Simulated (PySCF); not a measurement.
AlAsH6S, singlet: at a first-order saddle point.

run.py

```python
import json, numpy as np
from pyscf import gto, scf, dft, mp, cc
EV, BOHR = 27.211386245988, 0.529177210903
mol = gto.M(atom="""
Al -0.687200 -0.065031 -0.714266
S 0.856310 1.715964 -1.012488
H -0.270899 -1.353601 -1.527077
H -2.103273 0.631930 -0.652218
H 0.537515 0.938032 0.394338
As 0.088049 -0.290965 1.828056
H 1.907621 0.897659 -1.193039
H 0.908130 -1.464206 1.311247
H -1.236251 -1.009882 1.565447
""", basis="6-31g", charge=0, spin=0, max_memory=8670, verbose=0)
def mean_field(mol, dm=None):
    mf = dft.RKS(mol, xc="b3lypg").density_fit()
    mf.conv_tol = 1e-9; mf.grids.level = 4
    mf.kernel(dm0=dm)
    if not mf.converged: mf = mf.newton().run(mf.mo_coeff, mf.mo_occ)
    assert mf.converged
    return mf
def d4(mol):
    from pyscf.dispersion.dftd4 import DFTD4Dispersion
    real = gto.M(atom=[(mol.atom_pure_symbol(i), mol.atom_coord(i)) for i in range(9)], unit='B', charge=mol.charge, spin=None, basis='def2-svp', verbose=0)
    r = DFTD4Dispersion(real, xc="b3lyp", atm=True).get_dispersion(grad=True); return r["energy"], r["gradient"]
def energy_and_gradient(mol, dm=None):
    mf = mean_field(mol, dm); e, g = d4(mol)
    return mf, (mf.e_tot + e) * EV, (mf.nuc_grad_method().kernel()[:9] + g) * EV / BOHR
out = {}
mf = mean_field(mol); e = d4(mol)[0]
out.update(energy=(mf.e_tot + e) * EV, converged=True, dispersion=e * EV)
out['s2'] = mf.spin_square()[0]; out['nelec'] = mol.nelec
print(f"Total energy {out['energy']:.6f} eV, <S^2> {out['s2']:.4f}")
json.dump(out, open("out.json", "w"), default=float)
```

Command:

```bash
OMP_NUM_THREADS=4 python run.py
```

It printed (PySCF 2.14):

```
Total energy -78357.489659 eV, <S^2> 0.0000
```

Hardware: 4 CPU threads of an Arm Neoverse V1, shared host. Wall time about 3.9 s.
